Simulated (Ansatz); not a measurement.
A nudged elastic band was laid between two geometries of BH4N + BrH (8 atoms, charge 0, multiplicity 1).

Theory: RHF/def2-SVP in Ansatz.

```yaml
movable_images: 5
climbing_image: yes
spring: 5.0 eV/Å²
optimiser: quadratic models (default)
start_path: through a guess of the saddle point
force_threshold: 0.05 eV/Å
iteration_limit: 60
end_points: relaxed
```

Image 0:

```xyz
8
Properties=species:S:1:pos:R:3
B 0.075 -0.585 0.197
N 0.032 -0.251 1.550
H -0.806 -0.295 2.094
H 0.853 -0.080 2.094
H 1.131 -0.583 -0.375
H -0.945 -0.854 -0.375
Br -0.481 3.685 1.543
H -0.301 2.295 1.387
```

Image 6:

```xyz
8
Properties=species:S:1:pos:R:3
B 0.000 0.435 0.204
N -0.144 0.162 1.810
H -0.296 -0.818 1.995
H 0.690 0.456 2.295
H 0.974 -0.170 -0.165
H -1.048 0.120 -0.298
Br 0.299 2.464 0.086
H -0.918 0.685 2.189
```

What changes between the two ends?

Bonds broken: Br7–H8. Bonds formed: B1–Br7, N2–H8. BH4N + BrH becomes BBrH5N.

What energy profile does the band end with?

It converged. The highest image is number 3 of 0 to 6, 20.1 kcal/mol above the first end and 30.3 kcal/mol above the last; the last end lies 10.2 kcal/mol below the first. A vibrational analysis at the climbing image gives one clearly imaginary mode, 283i cm⁻¹: a first-order saddle point. The orbitals stay closed-shell, which can raise the energy where a bond breaks towards radicals; this wasn't checked here.

| image | path coordinate (Å) | energy (kcal/mol) | Br7–H8 (Å) | B1–Br7 (Å) | N2–H8 (Å) |
| --- | --- | --- | --- | --- | --- |
| 0 | 0.00 | 0.0 | 1.41 | 4.51 | 2.57 |
| 1 | 0.62 | 0.3 | 1.41 | 4.06 | 2.41 |
| 2 | 1.24 | 4.1 | 1.43 | 3.53 | 1.94 |
| 3 | 1.86 | 20.1 | 1.86 | 3.29 | 1.15 |
| 4 | 2.73 | 8.3 | 2.13 | 2.49 | 1.02 |
| 5 | 3.60 | -8.5 | 2.70 | 2.06 | 1.01 |
| 6 | 4.47 | -10.2 | 3.01 | 2.05 | 1.01 |

What is the geometry of the highest image?


```xyz
8
Properties=species:S:1:pos:R:3:forces:R:3
B 0.031 -0.229 0.246 0.00 0.01 0.04
N -0.025 0.167 1.686 0.00 0.00 -0.03
H -0.823 -0.156 2.210 0.01 0.00 0.00
H 0.825 0.058 2.216 -0.01 0.00 0.00
H 1.099 -0.263 -0.272 0.00 0.00 0.00
H -0.989 -0.533 -0.280 0.00 0.00 0.00
Br -0.389 2.986 0.780 0.00 0.00 0.00
H -0.172 1.302 1.531 0.00 -0.02 -0.01
```

What are the harmonic wavenumbers there?

283i, 239, 289, 478, 637, 803, 974, 1110, 1220, 1227, 1381, 1565, 1578, 1732, 2770, 2899, 3718, 3815 cm⁻¹.

Time of the run: 2.2 min on 1 thread of Intel(R) Xeon(R) Platinum 8259CL CPU @ 2.50GHz (Skylake/Cascade Lake), with other jobs on the host, peak memory 0.18 GiB.
